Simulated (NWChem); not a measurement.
Molecule: MnO, sextet; SMILES [O]=[Mn]

```xyz
2

Mn     0.0000     0.0000    -0.3984
O      0.0000     0.0000     1.2258
```
Atoms are numbered in this order, from 1.

Level: PBE0-D3(BJ)/def2-TZVP, spin-unrestricted (NWChem), optimised geometry, unscaled harmonic frequencies. 

Task: List the harmonic frequencies with IR intensities, and the thermochemistry.

Result: 
```tsv
frequency (cm⁻¹)	IR intensity (km/mol)
876	131.7
```

The zero-point energy is 1.3 kcal/mol. The thermal correction to the enthalpy at 298.15 K (with zero-point energy) is 3.4 kcal/mol. The heat capacity Cv is 5.5 cal/(mol K) and the dipole moment comes out as 5.08 D.

Rigid rotor and harmonic oscillator.
